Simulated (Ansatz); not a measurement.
`F[CH]([SiH3])[GaH2]` → C• + F• + Ga• + 6 H• + Si•  (atomization)

Program: Ansatz. Geometries: PBE0-D4/def2-TZVP. ΔE: electronic, gas phase. CBS: MP2 limit from def2 TZ/QZ plus the TZ coupled-cluster correction, frozen cores. This one scheme is used for every species, atoms too. DFT in def2-TZVPP. No spin–orbit coupling; open shells (•) take unrestricted orbitals. Spin–orbit coupling would lower the free atoms: a little for C, F, Si; clearly for Ga. Bonds to Ga are less sure, by a few kJ/mol each and by 10 to 20 or more in all where they break to atoms, as the def2 sets lack core-valence functions. Scalar relativity is left out up to krypton.

```json
{"level": "B97M-V", "ΔE (kcal/mol)": "713.0"}
{"level": "CAM-B3LYP-D4", "ΔE (kcal/mol)": "712.2"}
{"level": "r2SCANh", "ΔE (kcal/mol)": "705.7"}
{"level": "BHLYP", "ΔE (kcal/mol)": "685.1"}
{"level": "CCSD/def2-TZVPP", "ΔE (kcal/mol)": "686.9"}
{"level": "HF/CBS(def2)", "ΔE (kcal/mol)": "521.7"}
{"level": "MP2/CBS(def2)", "ΔE (kcal/mol)": "714.4"}
{"level": "CCSD/CBS(def2)", "ΔE (kcal/mol)": "703.0"}
```

Question: What does CCSD(T)/CBS give? (Best estimate.)

Answer: The calculation gave: +711.5 kcal/mol. The listed levels differ from it by 1.5, 0.7, -5.8, -26.4, -24.6, -189.8, 2.9, -8.5 kcal/mol.

Largest T1 diagnostic among the species: 0.013.

At CCSD(T), def2-SVP lies −43.0 kcal/mol from the extrapolated value and def2-TZVPP −16.1 kcal/mol: correlation converges slowly with the basis, and small sets miss more of it in the bonded molecule than in its fragments. From BLYP to BHLYP (50 % exact exchange), in def2-TZVPP and without D4, ΔE moves by −5.7 kcal/mol: exact exchange takes away binding that semilocal exchange gives to molecules.

For atomizations the MP2-based limit and the directly extrapolated one differ by several kJ/mol either way, and by 10 to 25 for some Ge, Se and Sn compounds, so smaller differences from it don't rank the levels.
